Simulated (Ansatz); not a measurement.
Geometry optimisation, RHF/def2-SVP (Ansatz 0.2.0).

input.yaml

```yaml
crystal:
  periodic: [false, false, false]
  atoms:
    - { symbol: Si, position_ang: [-0.8263, 0.2177, -0.3301] }
    - { symbol: Si, position_ang: [0.8515, -1.3008, 0.9526] }
    - { symbol: H, position_ang: [-0.9055, -0.9891, -1.194] }
    - { symbol: H, position_ang: [-2.1766, 0.3288, 0.2027] }
    - { symbol: "N", position_ang: [-0.0292, 1.2332, -1.4516] }
    - { symbol: H, position_ang: [0.2039, 0.4433, 1.1333] }
    - { symbol: Cl, position_ang: [-0.4429, 2.0717, 1.2944] }
    - { symbol: H, position_ang: [1.6416, -1.3013, 2.184] }
    - { symbol: H, position_ang: [-0.0886, -2.4123, 1.057] }
    - { symbol: H, position_ang: [1.7733, -1.5519, -0.1488] }
    - { symbol: H, position_ang: [-0.1014, 1.0484, -2.4387] }
    - { symbol: H, position_ang: [0.1001, 2.2122, -1.2608] }
basis:
  gaussian: { orbitals: def2-SVP }
hamiltonian:
  xc: hf
relax:
  f_tol: 0.15
  max_steps: 25
  restrain:
    - { distance: [0, 6], at: 3.43, k: 30.0 }
    - { distance: [5, 1], at: 2.72, k: 30.0 }
    - { distance: [0, 1], at: 2.22, k: 30.0 }
    - { distance: [5, 6], at: 1.33, k: 30.0 }
```

Run as:

```bash
$ ansatz run input.yaml --threads 2 --pin off --max-ram 3072MiB --backend cpu --events-out ev --progress --plain --runs-dir out
```

Question: Where does it end, and by what steps?

Answer: The run converged. The restraints hold the end off the free minimum. After 12 steps the energy has fallen by 2.294 eV (the restraints' own energy left out); H6 moved furthest, 1.05 Å. Parted: Si1–Cl7. Joined: H6–Cl7.

```tsv
step	energy less start (eV)	largest force component (eV/Å)	accepted
0	0.0000	1.206	yes
1	0.0395	2.337	yes
2	-0.1724	4.712	yes
3	-0.8869	4.448	yes
4	-1.6650	1.894	yes
5	-1.8588	1.777	yes
6	-1.9545	2.223	yes
7	-2.0636	2.042	yes
8	-2.2373	1.280	yes
9	-2.2809	1.396	yes
10	-2.2816	1.034	yes
11	-2.2921	1.094	yes
12	-2.2943	1.088	yes
```

```xyz
12
Properties=species:S:1:pos:R:3
Si -0.763 -0.219 -0.670
Si 0.680 -1.329 0.681
H -1.151 -1.219 -1.701
H -2.005 0.111 0.076
N -0.003 1.072 -1.533
H 0.426 1.084 1.932
Cl -0.260 2.176 1.748
H 1.202 -0.546 1.836
H 0.010 -2.525 1.255
H 1.868 -1.777 -0.087
H -0.299 1.266 -2.470
H 0.295 1.905 -1.068
```

The run took 13 s on 2 threads of Intel(R) Xeon(R) 6975P-C (Granite Rapids), with other jobs on the host, peak memory 0.24 GiB.
